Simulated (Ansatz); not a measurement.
The same path of CH3ClO + FIn (8 atoms, charge 0, multiplicity 1) was run twice with different band settings. Lost on the way: In1–F2, O3–H5. Made: In1–O3, F2–H5.

The calculation used UHF/def2-SVP in Ansatz 0.2.0.

Relaxed end points:

```xyz
8
Properties=species:S:1:pos:R:3
In -1.921 -1.718 -1.512
F 0.045 -1.151 -1.640
O 0.665 1.030 -0.383
C 0.436 0.533 0.827
H 0.600 0.319 -1.028
Cl -1.383 0.152 1.112
H 0.907 -0.425 1.025
H 0.652 1.260 1.599
```

```xyz
8
Properties=species:S:1:pos:R:3
In -1.827 -0.654 -1.188
F 0.820 -0.922 -2.395
O -0.011 0.167 -0.326
C 0.193 0.468 0.944
H 0.853 -0.464 -1.592
Cl -1.298 -0.055 1.983
H 1.010 -0.074 1.417
H 0.260 1.534 1.158
```

Common settings: movable images 7; climbing image yes; spring 5.0 eV/Å²; optimiser quadratic models (default); force threshold 0.03 eV/Å; iteration limit 60; end points relaxed.

| run | start path |
| --- | --- |
| 1 | through a guess of the saddle point |
| 2 | straight line |

(1) What does each run give, and how far can it be trusted?

Answers

(1) Run 1: converged after 17 iterations, highest image 0.627 eV above the first end. A vibrational analysis at the climbing image gives one clearly imaginary mode, 700i cm⁻¹: a first-order saddle point.
Run 2: converged after 13 iterations, highest image 0.627 eV above the first end. Another band between the same ends (7 images) ends at a top of the same energy, where a vibrational analysis finds 1 clearly imaginary mode.
The orbitals were unrestricted but ended closed-shell.
